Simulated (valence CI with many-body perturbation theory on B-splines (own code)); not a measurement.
# Ba XLIX: E2, E3, M1, M2 decay

Method: valence CI with perturbative core correlation (CI+MBPT): six valence electrons over a frozen Dirac-Fock core [He], radial functions for each j: 9 s, 9 p, 8 d, 6 f, 3 g, 1 h, with the one-electron correlation potential Σ1, the two-electron term Σ2, the three-electron term Σ3, Breit, model QED; selected CI, second order for the rest, scaled by the run's own slope (own B-spline code, finite nucleus).

The last digits are not significant, and no measured levels were compared; by estimate large intervals hold to a few tenths of a per cent, small ones and those within an open d or f shell to about a per cent. Among the levels kept, up to 2400 cm⁻¹ of a level comes from second order outside the variational space, and about a tenth of that is noise between levels of different J, which matters for small intervals.

Lines 1 to 50 of 55 in falling wavelength, among levels below 44654 × 10³ cm⁻¹, chosen from the decays that carry over 1 % of a level's rate. Wavelengths and rates use the calculated energies. Electric multipoles are in the length gauge with retardation, E1 and E2 with the static RPA response of the core. M1 uses the relativistic operator with retardation. S is in atomic units (e²a₀⁴ for E2 and M2, e²a₀⁶ for E3), for M1 in squared Bohr magnetons. Weak lines are less certain than strong ones. Lines between different terms over intervals too small for the method are left out, as are lines whose strength nearly cancels. The highest levels of a list are the least certain.

Levels are named by their leading jj configuration (3d3/2^4 stands for four electrons in 3d with j = 3/2), which in mixed levels can hold well under half, so a name can repeat and another be missing. Letters in brackets count levels of one name in rising energy.

```
λ vac (Å)                               Upper                           Lower  Type   A (s⁻¹)  S (a.u.)
    308.8          (2s^2 2p1/2^2 2p3/2^2) J=0      (2s^2 2p1/2^2 2p3/2^2) J=2    E2  3.47e+01  8.71e-05
    35.08            (2s^2 2p1/2 2p3/2^3) J=1      (2s^2 2p1/2^2 2p3/2^2) J=0    M1  1.53e+08  7.36e-01
    32.79  (2s^2 2p1/2 2p3/2^2 3d5/2) J=4 [a]  (2s^2 2p1/2^2 2p3/2 3d5/2) J=4    M1  3.91e+08  4.60e+00
    31.50            (2s^2 2p1/2 2p3/2^3) J=1      (2s^2 2p1/2^2 2p3/2^2) J=2    M1  4.94e+08  1.72e+00
    30.19            (2s^2 2p1/2 2p3/2^3) J=2      (2s^2 2p1/2^2 2p3/2^2) J=2    M1  3.03e+08  1.54e+00
    29.15                  (2s^2 2p3/2^4) J=0        (2s^2 2p1/2 2p3/2^3) J=1    M1  1.33e+09  1.22e+00
    2.778      (2s^2 2p1/2^2 2p3/2 3d5/2) J=4        (2s 2p1/2^2 2p3/2^3) J=2    E2  4.61e+08  6.13e-07
    2.561  (2s^2 2p1/2 2p3/2^2 3d5/2) J=4 [a]        (2s 2p1/2^2 2p3/2^3) J=2    E2  4.58e+08  4.06e-07
    2.551      (2s^2 2p1/2^2 2p3/2 3p1/2) J=2      (2s^2 2p1/2^2 2p3/2^2) J=0    E2  7.89e+10  3.81e-05
    2.548  (2s^2 2p1/2 2p3/2^2 3p1/2) J=1 [a]        (2s^2 2p1/2 2p3/2^3) J=2    E2  4.69e+10  1.35e-05
    2.544  (2s^2 2p1/2 2p3/2^2 3p1/2) J=2 [a]        (2s^2 2p1/2 2p3/2^3) J=2    E2  6.19e+09  2.95e-06
    2.539  (2s^2 2p1/2 2p3/2^2 3p1/2) J=1 [a]        (2s^2 2p1/2 2p3/2^3) J=1    E2  4.57e+10  1.29e-05
    2.539  (2s^2 2p1/2 2p3/2^2 3p1/2) J=1 [a]        (2s^2 2p1/2 2p3/2^3) J=1    M1  2.07e+09  3.78e-03
    2.536      (2s^2 2p1/2 2p3/2^2 3p1/2) J=3        (2s^2 2p1/2 2p3/2^3) J=2    E2  2.59e+11  1.70e-04
    2.536  (2s^2 2p1/2 2p3/2^2 3p1/2) J=2 [a]        (2s^2 2p1/2 2p3/2^3) J=1    E2  2.14e+11  1.00e-04
    2.531      (2s^2 2p1/2^2 2p3/2 3p1/2) J=1      (2s^2 2p1/2^2 2p3/2^2) J=2    E2  2.30e+11  6.40e-05
    2.530      (2s^2 2p1/2^2 2p3/2 3p1/2) J=2      (2s^2 2p1/2^2 2p3/2^2) J=2    E2  3.05e+11  1.41e-04
    2.527      (2s^2 2p1/2 2p3/2^2 3p1/2) J=3        (2s^2 2p1/2 2p3/2^3) J=1    E2  4.27e+10  2.75e-05
    2.524  (2s^2 2p1/2 2p3/2^2 3p1/2) J=2 [b]        (2s^2 2p1/2 2p3/2^3) J=2    E2  1.40e+11  6.42e-05
    2.520  (2s^2 2p1/2 2p3/2^2 3p1/2) J=1 [b]        (2s^2 2p1/2 2p3/2^3) J=2    E2  1.26e+11  3.43e-05
    2.515  (2s^2 2p1/2 2p3/2^2 3p1/2) J=2 [b]        (2s^2 2p1/2 2p3/2^3) J=1    E2  2.20e+10  9.87e-06
    2.511  (2s^2 2p1/2 2p3/2^2 3p1/2) J=1 [b]        (2s^2 2p1/2 2p3/2^3) J=1    E2  1.28e+11  3.43e-05
    2.504      (2s^2 2p1/2 2p3/2^2 3p1/2) J=0        (2s^2 2p1/2 2p3/2^3) J=2    E2  2.64e+11  2.32e-05
    2.492  (2s^2 2p1/2 2p3/2^2 3p3/2) J=3 [a]        (2s^2 2p1/2 2p3/2^3) J=2    E2  2.03e+10  1.22e-05
    2.490  (2s^2 2p1/2 2p3/2^2 3p3/2) J=2 [a]        (2s^2 2p1/2 2p3/2^3) J=2    E2  1.78e+10  7.63e-06
    2.489      (2s^2 2p1/2 2p3/2^2 3p3/2) J=0        (2s^2 2p1/2 2p3/2^3) J=2    E2  3.18e+10  2.71e-06
    2.484      (2s^2 2p1/2^2 2p3/2 3p3/2) J=2      (2s^2 2p1/2^2 2p3/2^2) J=0    E2  9.34e+10  3.95e-05
    2.483  (2s^2 2p1/2 2p3/2^2 3p3/2) J=3 [a]        (2s^2 2p1/2 2p3/2^3) J=1    E2  5.21e+10  3.08e-05
    2.483  (2s^2 2p1/2 2p3/2^2 3p3/2) J=1 [a]        (2s^2 2p1/2 2p3/2^3) J=2    E2  6.44e+09  1.63e-06
    2.482  (2s^2 2p1/2 2p3/2^2 3p3/2) J=2 [a]        (2s^2 2p1/2 2p3/2^3) J=1    E2  8.36e+10  3.51e-05
    2.481  (2s^2 2p1/2 2p3/2^2 3p3/2) J=3 [b]        (2s^2 2p1/2 2p3/2^3) J=2    E2  7.67e+10  4.51e-05
    2.479      (2s^2 2p1/2 2p3/2^2 3p3/2) J=4        (2s^2 2p1/2 2p3/2^3) J=2    E2  7.89e+10  5.94e-05
    2.474  (2s^2 2p1/2 2p3/2^2 3p3/2) J=1 [a]        (2s^2 2p1/2 2p3/2^3) J=1    E2  6.62e+10  1.64e-05
    2.474      (2s^2 2p1/2^2 2p3/2 3p3/2) J=3      (2s^2 2p1/2^2 2p3/2^2) J=2    E2  1.65e+11  9.59e-05
    2.474      (2s^2 2p1/2^2 2p3/2 3p3/2) J=1      (2s^2 2p1/2^2 2p3/2^2) J=2    E2  1.75e+11  4.36e-05
    2.473  (2s^2 2p1/2 2p3/2^2 3p3/2) J=3 [b]        (2s^2 2p1/2 2p3/2^3) J=1    E2  2.11e+10  1.22e-05
    2.471  (2s^2 2p1/2 2p3/2^2 3p3/2) J=1 [b]        (2s^2 2p1/2 2p3/2^3) J=2    E2  1.61e+11  3.97e-05
    2.466  (2s^2 2p1/2 2p3/2^2 3p3/2) J=2 [b]        (2s^2 2p1/2 2p3/2^3) J=2    E2  1.74e+11  7.11e-05
    2.462  (2s^2 2p1/2 2p3/2^2 3p3/2) J=1 [b]        (2s^2 2p1/2 2p3/2^3) J=1    E2  9.67e+10  2.34e-05
    2.456      (2s^2 2p1/2^2 2p3/2 3p3/2) J=0      (2s^2 2p1/2^2 2p3/2^2) J=2    E2  4.67e+11  3.72e-05
    2.433  (2s^2 2p1/2 2p3/2^2 3d5/2) J=4 [a]        (2s^2 2p1/2 2p3/2^3) J=2    M2  8.58e+08  5.87e-07
    2.423  (2s^2 2p1/2 2p3/2^2 3d5/2) J=4 [b]        (2s^2 2p1/2 2p3/2^3) J=2    M2  1.02e+10  6.87e-06
    2.417      (2s^2 2p1/2^2 2p3/2 3d5/2) J=4      (2s^2 2p1/2^2 2p3/2^2) J=2    M2  6.47e+09  4.29e-06
    2.417      (2s^2 2p1/2^2 2p3/2 3d5/2) J=4      (2s^2 2p1/2^2 2p3/2^2) J=2    E3  4.49e+08  6.20e-06
    2.302  (2s^2 2p1/2 2p3/2^2 3p3/2) J=3 [a]      (2s^2 2p1/2^2 2p3/2^2) J=2    E2  6.14e+10  2.48e-05
    2.300  (2s^2 2p1/2 2p3/2^2 3p3/2) J=2 [a]      (2s^2 2p1/2^2 2p3/2^2) J=2    E2  7.70e+10  2.21e-05
    2.299      (2s^2 2p1/2 2p3/2^2 3p3/2) J=0      (2s^2 2p1/2^2 2p3/2^2) J=2    E2  1.72e+11  9.85e-06
    2.294  (2s^2 2p1/2 2p3/2^2 3p3/2) J=1 [a]      (2s^2 2p1/2^2 2p3/2^2) J=2    E2  1.31e+11  2.23e-05
    2.293  (2s^2 2p1/2 2p3/2^2 3p3/2) J=3 [b]      (2s^2 2p1/2^2 2p3/2^2) J=2    E2  1.37e+11  5.42e-05
    2.291      (2s^2 2p1/2 2p3/2^2 3p3/2) J=4      (2s^2 2p1/2^2 2p3/2^2) J=2    E2  2.10e+11  1.07e-04
```
